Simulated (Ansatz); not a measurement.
Geometry optimisation, RKS PBE/def2-SVP (Ansatz).

Input:

```yaml
crystal:
  periodic: [false, false, false]
  atoms:
    - { symbol: Ga, position_ang: [0.050139, -0.250166, 0.238753] }
    - { symbol: H, position_ang: [0.538753, -0.831172, 1.593305] }
    - { symbol: "N", position_ang: [1.854746, 0.21504, 0.003029] }
    - { symbol: H, position_ang: [2.481931, -0.232108, 0.673861] }
    - { symbol: H, position_ang: [2.369944, 0.63033, -0.7779] }
    - { symbol: "N", position_ang: [-1.404256, 0.245491, -0.743435] }
    - { symbol: H, position_ang: [-2.297152, -0.232018, -0.599996] }
    - { symbol: H, position_ang: [-1.275305, 0.454604, -1.737117] }
basis:
  gaussian: { orbitals: def2-SVP }
hamiltonian:
  xc: pbe
relax:
  f_tol: 0.03
  max_steps: 50
```

Command:

```bash
$ ansatz run input.yaml --threads 2 --pin off --max-ram 3072MiB --backend cpu --events-out ev --progress --plain --runs-dir out
```

Task: Where does it end, and by what steps?

Result: It converged. After 7 steps the energy has fallen by 0.584 eV; H2 moved furthest, 0.68 Å.

| step | energy less start (eV) | largest force component (eV/Å) | accepted |
| --- | --- | --- | --- |
| 0 | 0.0000 | 1.609 | yes |
| 1 | -0.3039 | 1.063 | yes |
| 2 | -0.4654 | 0.413 | yes |
| 3 | -0.5198 | 0.408 | yes |
| 4 | -0.5668 | 0.338 | yes |
| 5 | -0.5807 | 0.176 | yes |
| 6 | -0.5824 | 0.102 | yes |
| 7 | -0.5835 | 0.003 | yes |

```xyz
8
Properties=species:S:1:pos:R:3
Ga 0.175 -0.304 0.412
H -0.092 -1.022 1.775
N 1.873 0.103 -0.137
H 2.676 0.044 0.490
H 2.084 0.679 -0.953
N -1.195 0.169 -0.705
H -2.145 -0.181 -0.575
H -1.057 0.513 -1.657
```

Whether the end is a true minimum wasn't checked by a vibrational analysis.

Time of the run: 11 s on 2 threads of Arm Neoverse V1, with other jobs on the host, peak memory 0.12 GiB.
